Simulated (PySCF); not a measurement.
Spinor energies of Sc²⁺ (scandium, charge +2)

Start: [Ar] 4p1; 4p3/2 filled at m_j = +3/2. Calculated with PySCF 2.14 in x2c-SVPall-2c with one added diffuse shell each of s, d type (6s5p4d1f, 48 functions): generalised Hartree-Fock with the X2C-1e Hamiltonian and a Gaussian nucleus; one run each with spin-orbit coupling (SO) switched off, then screened by Boettger's factors. This is a chosen level, not necessarily the ground level.

```csv
spinor shell,electrons,"ε, spin-free (eV)","ε, screened SO (eV)",weight of nominal j (screened SO),"rms radius, screened SO (bohr)"
1s1/2,2,-4561.7,-4561.7,1.000,0.0845
2s1/2,2,-548.74,-548.74,1.000,0.370
2p1/2,2,-451.66,-454.79,1.000,0.338
2p3/2,4,-451.66,-450.11,1.000,0.340
3s1/2,2,-93.539,-93.541,1.000,1.14
3p1/2,2,-65.558,-65.896,0.972,1.23
3p3/2,4,-65.558,-65.392,0.986,1.23
4p3/2,1,-16.441,-16.426,1.000,3.81
```

```json
{"quantity": "E (hartree)", "spin-free": "-762.26287", "screened SO": "-762.26449"}
{"quantity": "M_J", "spin-free": "3/2", "screened SO": "3/2"}
{"quantity": "⟨J²⟩", "spin-free": "3.750", "screened SO": "3.750"}
{"quantity": "⟨L²⟩", "spin-free": "2.000", "screened SO": "2.000"}
{"quantity": "⟨S²⟩", "spin-free": "0.750", "screened SO": "0.750"}
```

Each row is a mean over spinors that exchange with the open shell spreads, by up to 0.438 eV (3p3/2).

Without spin-orbit coupling the j labels of p, d and f shells carry no meaning; the spin-free column gives the mean over the occupied spinors of each nl shell.
